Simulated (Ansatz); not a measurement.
CH$_{2}$BFO, SMILES `FC1BO1`. The species carries charge 0 and has multiplicity 1. The structure was optimised at the PBE0-D4/def2-TZVP level.

```xyz
6

F    -1.331    0.930    0.551
C    -0.580   -0.128    0.168
B     0.911    0.016   -0.015
O     0.116    0.109   -1.087
H    -1.181   -1.032    0.158
H     2.064    0.106    0.224
```

**Question.** What is the dipole moment at B3LYP/def2-TZVPP? (An estimate is asked.)

**Answer.** Ansatz gave: 1.79 D, with components (0.99, -1.35, 0.63) D in this frame, pointing from negative to positive charge.

**Question.** And with PBE, r2SCAN, ωB97M-V? (Estimate.)

**Answer.** Computed: PBE 1.56 D, r2SCAN 1.68 D, ωB97M-V 1.79 D.

**Question.** Give the Mulliken charges with B3LYP, PBE, ωB97M-V in def2-TZVPP. (Estimate.)

**Answer.** Ansatz gave: 
| atom | B3LYP | PBE | ωB97M-V |
| --- | --- | --- | --- |
| F1 | -0.21 | -0.17 | -0.20 |
| C2 | 0.24 | 0.20 | 0.21 |
| B3 | 0.00 | -0.02 | -0.01 |
| O4 | -0.22 | -0.16 | -0.23 |
| H5 | 0.12 | 0.11 | 0.12 |
| H6 | 0.07 | 0.04 | 0.11 |

B3LYP here is the variant with VWN-RPA as its local correlation; programs differ in this.
